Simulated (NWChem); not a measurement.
Species: C3H3NO3S2; SMILES c1(S(O)(=O)=O)ncsc1

```xyz
12

O     -0.7556     2.0173    -1.2752
S     -0.1691     1.5882     0.0000
O     -0.7556     2.0173     1.2752
O      1.4363     1.9145     0.0000
C     -0.0387    -0.2195     0.0000
C     -1.0849    -1.1161     0.0000
S     -0.4400    -2.7207     0.0000
C      1.1721    -2.0645     0.0000
N      1.2222    -0.7512     0.0000
H      1.8803     1.0182     0.0000
H     -2.1631    -0.9188     0.0000
H      2.0550    -2.7196     0.0000
```
Atoms are numbered in this order, from 1.

Program: NWChem. All runs use the structure optimised with PBE-D3(BJ)/def2-SVP. Not confirmed as a minimum by frequencies. Level: B3LYP/def2-SVP with SMD (1 M gas to 1 M solution), gas-phase geometry.

Problem. Among these, which solvent gives the lowest value of “solvation free energy (kcal/mol)”?
A) tetrahydrofuran
B) benzene
C) 1-propanol
D) water

Solution. D, water. Values: water -12.7; tetrahydrofuran -10.5; 1-propanol -10.2; benzene -7.6
